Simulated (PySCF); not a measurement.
MgFBr, SMILES [F][Mg][Br]. The structure is a stationary point at PBE0-D3(BJ)/def2-TZVP.

Computed equilibrium geometry at PBE0-D3(BJ)/def2-TZVP (PySCF confirms it by a frequency run) as Cartesian coordinates in Å, and its point group:
point group C∞v.
```xyz
3

Mg     0.0000     0.0000    -1.1686
F      0.0000     0.0000    -2.9133
Br     0.0000     0.0000     1.1498
```
